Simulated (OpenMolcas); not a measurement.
# Xe III: Slater's ratio, worked from levels

| Quantity | Value |
| --- | --- |
| Program | OpenMolcas 26.06 |
| Basis | ANO-RCC-VDZP [6s5p3d1f] |
| Scalar Hamiltonian | DKH2, point nucleus |
| Active space | 4 electrons in 3 orbitals (5p) |
| State averaging | 2S+1 = 3 even, 3 roots; 2S+1 = 1 even, 6 roots |
| Spin-orbit coupling | RASSI with atomic mean-field integrals over the reference wave functions, term energies averaged over their components |

Methods: CASSCF; SS-CASPT2, IPEA 0.25 Eh, imaginary shift 0.1 Eh (closed shells correlated: 4d 5s). Measured levels: Saloman, J. Phys. Chem. Ref. Data 33, 765 (2004).

**Slater's ratio.** With one set of orbitals, p4 has ¹D - ³P = 6 F2 and ¹S - ¹D = 9 F2 (F2 = F²/25), a ratio of 3/2. Term energies are centres of gravity, weighted by 2J + 1.

| Source | ¹D - ³P | ¹S - ³P | F2 from the first | Ratio |
| --- | --- | --- | --- | --- |
| CASSCF | 14981 | 35499 | 2497 | 1.370 |
| SS-CASPT2 | 14176 | 32764 | 2363 | 1.311 |
| measured | 12931 | 31935 | 2155 | 1.470 |

Energies in cm-1. A ratio away from 3/2 shows effects beyond one configuration with one set of orbitals, and in heavier atoms second-order spin-orbit shifts.

CASPT2 does not keep the components of a term degenerate, so their means are used; among the terms shown or strongly mixed into the levels shown the widest spread is 100 cm-1 (5s² 5p⁴ ¹D, SS-CASPT2). With the s shell closed, the reference lacks s² → p² mixing. Computed and measured levels are paired by configuration, term and J; levels that our copy of the source lacks, or whose pairing is in doubt (as where it misses far off the trend of its configuration), stay unpaired and out of the deviations. Only configurations of the active space appear.
